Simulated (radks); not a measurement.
Excited configurations of neutral palladium: one electron is placed in a higher orbital outside [Kr] 4d9. The ground configuration is [Kr] 4d10. Calculated with a radial shooting solver on a logarithmic mesh with Libxc functionals: Dirac Kohn-Sham, PBE, spin-unpolarised, spherical densities, finite nucleus; open shells fill j = l - 1/2 first; Fermi nuclear charge, rms radius 4.5318 fm. Excitation = E - E(ground); binding = E(ion) - E, where the ion is the core of charge +1; n* = 1/sqrt(2 binding) in atomic units, and the quantum defect is n - n*.

| outer orbital | excitation (eV) | binding (eV) | n* | quantum defect | eigenvalue (eV) | <r> (bohr) |
|---|---|---|---|---|---|---|
| 5p1/2 | 4.956 | 3.972 | 1.851 | 3.149 | -1.734 | 4.700 |
| 5f5/2 | 8.302 | 0.626 | 4.661 | 0.339 | -0.366 | 29.54 |
| 6p1/2 | 7.149 | 1.778 | 2.766 | 3.234 | -1.014 | 11.27 |
| 7d3/2 | 8.269 | 0.659 | 4.545 | 2.455 | -0.408 | 31.27 |
| 7f5/2 | 8.588 | 0.340 | 6.325 | 0.675 | -0.225 | 61.86 |

The Delta-SCF ionisation energy is 8.928 eV (NIST Atomic Spectra Database: 8.337 eV, measured). Self-interaction in the functional shifts the binding energies and quantum defects, so they are the method's values and not measured ones. Spin polarisation and multiplet splitting are left out, so open shells lie too high by an amount that depends on their filling.

Beside tabulated values, note that spin-unpolarised runs miss the spin-polarisation part of the exchange energy of open shells.
